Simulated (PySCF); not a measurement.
# Basis-set dependence of population analyses: `CO[Si@H](Cl)O[SiH3]`

Compound: CH7ClO2Si2.
Numbering: `[CH3:1][O:2][Si@H:3]([Cl:4])[O:5][SiH3:6]` (hydrogens: H7, H8, H9 on C1; H10 on Si3; H11, H12, H13 on Si6)

PBE0 throughout (PySCF), one geometry, spherical d and f functions. Isolated species at its PBE0-D3(BJ)/def2-SVP geometry (one conformer only). Atoms taken as equivalent share a column and are averaged. The first 7 of 9 kinds of atom are listed.

Mulliken charges (e):

| basis | functions | C1 | O2 | Si3 | Cl4 | O5 | Si6 | H7/H8/H9 |
| --- | --- | --- | --- | --- | --- | --- | --- | --- |
| STO-3G | 49 | -0.134 | -0.378 | +0.964 | -0.393 | -0.514 | +0.662 | +0.084 |
| 6-31G | 80 | -0.218 | -0.734 | +1.225 | -0.311 | -0.933 | +0.864 | +0.183 |
| pcSseg-0 | 80 | -0.303 | -0.871 | +1.474 | -0.422 | -1.021 | +0.806 | +0.230 |
| 6-31G* | 110 | -0.272 | -0.560 | +0.944 | -0.296 | -0.658 | +0.598 | +0.182 |
| cc-pVDZ | 131 | +0.075 | -0.415 | +0.706 | -0.246 | -0.494 | +0.449 | +0.051 |
| def2-SVP | 131 | +0.125 | -0.505 | +0.874 | -0.288 | -0.568 | +0.583 | +0.046 |
| aug-cc-pVDZ | 213 | +0.889 | -0.865 | +1.103 | -0.413 | -1.007 | -0.215 | -0.205 |
| 6-311+G(2d,p) | 228 | -0.295 | -0.683 | +1.296 | -0.265 | -0.971 | +0.674 | +0.158 |
| def2-TZVP | 246 | -0.219 | -0.321 | +0.600 | -0.253 | -0.391 | +0.295 | +0.129 |
| cc-pVTZ | 290 | -0.099 | -0.295 | +0.540 | -0.241 | -0.327 | +0.281 | +0.088 |
| IGLO-III | 307 | -0.274 | -0.452 | +1.217 | -0.392 | -0.652 | +0.874 | +0.124 |

IAO charges (e):

| basis | functions | C1 | O2 | Si3 | Cl4 | O5 | Si6 | H7/H8/H9 |
| --- | --- | --- | --- | --- | --- | --- | --- | --- |
| STO-3G | 49 | -0.258 | -0.460 | +1.071 | -0.328 | -0.691 | +0.774 | +0.128 |
| 6-31G | 80 | -0.235 | -0.598 | +1.148 | -0.315 | -0.793 | +0.699 | +0.153 |
| pcSseg-0 | 80 | -0.216 | -0.598 | +1.176 | -0.319 | -0.798 | +0.696 | +0.146 |
| 6-31G* | 110 | -0.196 | -0.633 | +1.294 | -0.339 | -0.855 | +0.836 | +0.141 |
| cc-pVDZ | 131 | -0.193 | -0.627 | +1.282 | -0.335 | -0.850 | +0.826 | +0.139 |
| def2-SVP | 131 | -0.185 | -0.626 | +1.293 | -0.330 | -0.851 | +0.845 | +0.136 |
| aug-cc-pVDZ | 213 | -0.201 | -0.637 | +1.293 | -0.339 | -0.858 | +0.827 | +0.144 |
| 6-311+G(2d,p) | 228 | -0.204 | -0.648 | +1.324 | -0.340 | -0.877 | +0.862 | +0.145 |
| def2-TZVP | 246 | -0.201 | -0.650 | +1.341 | -0.343 | -0.882 | +0.873 | +0.144 |
| cc-pVTZ | 290 | -0.202 | -0.645 | +1.329 | -0.343 | -0.875 | +0.858 | +0.144 |
| IGLO-III | 307 | -0.203 | -0.650 | +1.332 | -0.338 | -0.881 | +0.871 | +0.144 |

Hirshfeld charges (e):

```
        basis  functions      C1      O2     Si3     Cl4      O5     Si6  H7/H8/H9
       STO-3G         49  +0.042  -0.240  +0.643  -0.325  -0.306  +0.452    +0.016
        6-31G         80  -0.010  -0.260  +0.489  -0.162  -0.350  +0.400    +0.045
     pcSseg-0         80  -0.021  -0.246  +0.507  -0.163  -0.333  +0.418    +0.041
       6-31G*        110  -0.010  -0.228  +0.445  -0.150  -0.302  +0.383    +0.043
      cc-pVDZ        131  -0.029  -0.212  +0.448  -0.137  -0.290  +0.386    +0.041
     def2-SVP        131  -0.031  -0.219  +0.450  -0.126  -0.291  +0.393    +0.042
  aug-cc-pVDZ        213  -0.041  -0.234  +0.473  -0.124  -0.319  +0.393    +0.044
6-311+G(2d,p)        228  -0.033  -0.235  +0.465  -0.124  -0.318  +0.397    +0.044
    def2-TZVP        246  -0.036  -0.227  +0.458  -0.123  -0.307  +0.389    +0.044
      cc-pVTZ        290  -0.037  -0.223  +0.459  -0.128  -0.302  +0.386    +0.043
     IGLO-III        307  -0.043  -0.230  +0.456  -0.112  -0.306  +0.384    +0.043
```

Some averages cover members that differ in this geometry, most widely: H7/H8/H9, Mulliken in aug-cc-pVDZ -0.274 to -0.163; H7/H8/H9, IAO in 6-31G +0.143 to +0.171; H7/H8/H9, IAO in pcSseg-0 +0.137 to +0.163; H7/H8/H9, Mulliken in cc-pVTZ +0.078 to +0.104 e.

**Question.** Which scheme is steadiest as the basis changes?

**Answer.** Largest range over the bases for any column: Hirshfeld 0.21 e, IAO 0.27 e, Mulliken 1.19 e. Hirshfeld charges move least and Mulliken charges most, counted in e. Without the minimal STO-3G basis the ranges are Hirshfeld 0.06, IAO 0.19, Mulliken 1.19 e.

**Question.** How much do the charges still move between the two largest bases, cc-pVTZ and IGLO-III?

**Answer.** At most, over all atoms: Mulliken 0.677 e, IAO 0.013 e, Hirshfeld 0.017 e.

**Question.** What do the same runs give for the total energy, the frontier levels and the dipole moment?

**Answer.** 
```json
{"basis": "STO-3G", "energy (Eh)": "-1217.2119", "HOMO (eV)": "-4.80", "LUMO (eV)": "4.79", "μ (D)": "2.42"}
{"basis": "6-31G", "energy (Eh)": "-1231.2526", "HOMO (eV)": "-8.58", "LUMO (eV)": "0.26", "μ (D)": "2.01"}
{"basis": "pcSseg-0", "energy (Eh)": "-1229.8158", "HOMO (eV)": "-8.64", "LUMO (eV)": "0.42", "μ (D)": "2.09"}
{"basis": "6-31G*", "energy (Eh)": "-1231.4403", "HOMO (eV)": "-8.55", "LUMO (eV)": "0.41", "μ (D)": "1.67"}
{"basis": "cc-pVDZ", "energy (Eh)": "-1231.4977", "HOMO (eV)": "-8.51", "LUMO (eV)": "0.47", "μ (D)": "1.50"}
{"basis": "def2-SVP", "energy (Eh)": "-1231.0310", "HOMO (eV)": "-8.57", "LUMO (eV)": "0.59", "μ (D)": "1.46"}
{"basis": "aug-cc-pVDZ", "energy (Eh)": "-1231.5197", "HOMO (eV)": "-8.65", "LUMO (eV)": "-0.17", "μ (D)": "1.41"}
{"basis": "6-311+G(2d,p)", "energy (Eh)": "-1231.6040", "HOMO (eV)": "-8.70", "LUMO (eV)": "-0.15", "μ (D)": "1.43"}
{"basis": "def2-TZVP", "energy (Eh)": "-1231.6349", "HOMO (eV)": "-8.68", "LUMO (eV)": "0.10", "μ (D)": "1.40"}
{"basis": "cc-pVTZ", "energy (Eh)": "-1231.6317", "HOMO (eV)": "-8.65", "LUMO (eV)": "0.21", "μ (D)": "1.42"}
{"basis": "IGLO-III", "energy (Eh)": "-1231.6287", "HOMO (eV)": "-8.65", "LUMO (eV)": "0.23", "μ (D)": "1.29"}
```

The dipole is fixed by the density alone, so its range of 1.13 D shows that the density itself changes with the basis, not only its division among atoms.
